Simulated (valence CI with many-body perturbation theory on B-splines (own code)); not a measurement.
**Questions on Eu⁵⁸⁺**

Method: valence CI with perturbative core correlation (CI+MBPT): three valence electrons over a frozen Dirac-Fock core [He], a basis of 11 s, 11 p, 10 d, 8 f, 5 g, 2 h functions for each j, with the one-electron correlation potential Σ1 (screened to all orders), the two-electron term Σ2, the three-electron term Σ3, Breit, model QED; selected single and double excitations, second order for the rest, scaled by the run's own slope (own B-spline code, finite nucleus).

The last digits are not significant, and no measured levels were compared; by estimate large intervals hold to a few tenths of a per cent, small ones and those within an open d or f shell to about a per cent.

Levels are named by their leading jj configuration (3d3/2^4 stands for four electrons in 3d with j = 3/2), which in mixed levels can hold well under half, so a name can repeat and another be missing.

Rates and lifetimes use the calculated energies. Strong lines usually hold to 10 to 20 %, long lifetimes can be off by a factor of two.

(1) What is the ground level?

(2) What is the ionisation energy?

(3) How well does LS coupling describe the low levels?

(4) Where does the other parity begin?

(5) Among levels below 10623 eV, which E1 lines absorb most strongly from the ground level?

Answers

(1) (2s^2 2p1/2) J=1/2, composition 100 % 2s2 2p 2P°, g = 0.631.

(2) 13044 eV; NIST lists 13050 ± 6 eV (theoretical).

(3) Among the lowest 20 levels the leading LS term, summed over configurations, holds 76 % on average. For single configurations the figures are 76 % in LS and 99 % in jj coupling. Terms mix most in the J = 3/2 level at 1168 eV, where the leading one holds 48 %.

(4) At (2s 2p1/2^2) J=1/2, 208 eV.

(5) to (2s^2 3d3/2) J=3/2 at 0.1617 nm, f = 0.561; to (2s 2p1/2 3p1/2) J=3/2 at 0.1641 nm, f = 0.218; to (2s 2p1/2 3p3/2) J=3/2 at 0.1593 nm, f = 0.168.
